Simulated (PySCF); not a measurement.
**Partial charges of `C#C/C=C1/[SiH2]C(=C)C[C@@H]1Cl`**

Compound: C8H9ClSi.
Geometry (GFN2-xTB, Å), atoms numbered from 1 in this order:
```xyz
19
C8H9ClSi angstrom
C      0.644    3.171   -2.534
C      1.057    2.244   -1.890
C      1.528    1.148   -1.143
C      0.741    0.313   -0.457
Si     1.234   -1.203    0.551
C     -0.502   -1.313    1.283
C     -1.033   -2.310    1.973
C     -1.267   -0.068    0.915
C     -0.747    0.451   -0.419
Cl    -1.403   -0.601   -1.737
H      0.290    3.980   -3.101
H      2.600    0.999   -1.153
H      2.274   -0.883    1.535
H      1.609   -2.351   -0.273
H     -0.462   -3.187    2.225
H     -2.057   -2.294    2.319
H     -2.343   -0.248    0.879
H     -1.077    0.702    1.671
H     -1.096    1.460   -0.650
```

Density: PBE0/pcSseg-1 (PySCF); schemes: Mulliken, IAO, Hirshfeld and ESP-fitted. One conformer (not necessarily the lowest) at the GFN2-xTB geometry, without solvent, vibrations or thermal averaging.

Question: At which atom do the 4 schemes differ most?

Answer: At C6: from -0.565 (Mulliken) to +0.038 e (ESP-fitted), 0.603 e apart.

Question: Do the Mulliken, IAO, Hirshfeld and ESP-fitted schemes agree on where the charge is lowest?

Answer: The schemes don't all agree: Mulliken C6 (-0.565); IAO C7 (-0.292); Hirshfeld C1 and C7 (-0.094); ESP-fitted C7 (-0.524).

Question: Which atoms carry the highest charge in the Mulliken, IAO, Hirshfeld and ESP-fitted schemes?

Answer: All schemes agree: Mulliken Si5 (+0.774); IAO Si5 (+0.730); Hirshfeld Si5 (+0.325); ESP-fitted Si5 (+0.391).

Question: What partial charge does each atom carry?

Answer: In e:

```
atom                      environment  Mulliken     IAO  Hirshfeld  ESP-fitted
  C1           terminal alkyne carbon    -0.336  -0.223     -0.094      -0.491
  C2                    alkyne carbon    +0.279  -0.028     -0.039      +0.158
  C3                 alkene CH carbon    -0.060  -0.142     -0.032      -0.253
  C4  fully substituted alkene carbon    -0.369  -0.250     -0.087      -0.033
 Si5                     SiH2 silicon    +0.774  +0.730     +0.325      +0.391
  C6  fully substituted alkene carbon    -0.565  -0.252     -0.089      +0.038
  C7             terminal =CH2 carbon    -0.051  -0.292     -0.094      -0.524
  C8                   allylic carbon    -0.043  -0.263     -0.078      -0.263
  C9                  sp3 C–Cl carbon    -0.252  -0.082     +0.008      -0.156
Cl10                   alkyl chlorine    -0.092  -0.122     -0.066      -0.126
 H11                  alkyne hydrogen    +0.049  +0.207     +0.096      +0.331
 H12                 vinylic hydrogen    +0.122  +0.169     +0.061      +0.193
 H13                    Si–H hydrogen    -0.073  -0.115     -0.074      -0.097
 H14                    Si–H hydrogen    -0.058  -0.106     -0.068      -0.074
 H15                 vinylic hydrogen    +0.110  +0.146     +0.046      +0.208
 H16                 vinylic hydrogen    +0.107  +0.144     +0.047      +0.210
 H17               methylene hydrogen    +0.136  +0.155     +0.045      +0.145
 H18               methylene hydrogen    +0.153  +0.155     +0.050      +0.146
 H19                 methine hydrogen    +0.170  +0.169     +0.042      +0.197
```

Mean size of the charges over all atoms: ESP-fitted 0.212 e, Mulliken 0.200 e, IAO 0.197 e, Hirshfeld 0.076 e. Each set sums to the total charge, 0, to within 0.001 e. The Hirshfeld scheme divides the density at each point in proportion to the densities of the neutral, spherically averaged free atoms.

Question: How many electrons does the Hirshfeld scheme count on C4?

Answer: Z − q = 6 − (-0.087) = 6.087.

Question: Sum the charges by element, for elements with more than one atom.

Answer: 
| element | atoms | Mulliken | IAO | Hirshfeld | ESP-fitted |
| --- | --- | --- | --- | --- | --- |
| C | 8 | -1.398 | -1.531 | -0.505 | -1.525 |
| H | 9 | +0.716 | +0.923 | +0.245 | +1.260 |
